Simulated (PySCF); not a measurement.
Computed shifts of a molecule C₂H₈FNOSi, KT2/pcSseg-1 (PySCF), GIAO, gas phase, equivalent atoms averaged, in ppm (number of nuclei): ¹³C: 80.6 (1), -2.2 (1). ²⁹Si: -3.3 (1). ¹⁵N: 33.2 (1). ¹⁹F: -335.4 (1). ¹H: 4.83 (1), 4.63 (1), 1.34 (1), 1.06 (1), 0.81 (1), 0.41 (3). References: ¹³C against TMS (σ = 185.1 ppm); ²⁹Si against TMS (σ = 361.9 ppm); ¹⁵N against NH3 (σ = 266.2 ppm); ¹⁷O against H2O (σ = 330.4 ppm); ¹⁹F against CFCl3 (σ = 127.1 ppm); ¹H against TMS (σ = 31.47 ppm), references at their B3LYP-D3(BJ)/def2-TZVP geometries, non-relativistic. Geometry: r2SCAN-D4/def2-SVP. Other conformers were not sampled.

### Question
Which molecule gave these data?
(A) CN[Si@H](O)CF
(B) C[C@@H](N)[Si@H](O)F
(C) CO[Si@](C)(N)F
(D) C[Si@@](N)(O)CF

### Answer
D, C[Si@@](N)(O)CF
